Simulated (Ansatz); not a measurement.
Q: Predict a relaxed structure of the cluster Ge₂O₄⁺ (the lowest doublet isomer of a short search), charge 1, doublet, at PBE-D4/def2-SVP (Ansatz).

A: 
```csv
atom,x (Å),y (Å),z (Å)
Ge1,1.1479,0.3358,-1.5200
Ge2,-0.0656,-1.7617,0.7958
O3,-1.1948,-0.1016,0.9368
O4,-0.6813,1.1237,0.6610
O5,-0.3662,1.3300,-0.6426
O6,1.1601,-0.9263,-0.2310
```
Point group Cs (tolerance 0.1 Å). This is one stationary point.

The structure holds 2 bonds between oxygen atoms, so isomers without such links may lie far lower. The relaxation made no stability test and no search for a lower SCF solution. The structure comes from a short search, and lower isomers may exist.
